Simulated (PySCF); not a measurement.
A structure optimised at B3LYP-D3(BJ)/def2-SVP, used in a PySCF frequency run:

```
Al
I 1 2.5161
I 1 2.5161 2 120.14
```
Charge 0, spin multiplicity 2.

Task: Write its SMILES, formula and point group.

Result: [I][Al][I], AlI2, C2v

Task: What are its rotational constants (standard atomic weights)?

Result: 13.149, 0.41875, 0.40582 GHz
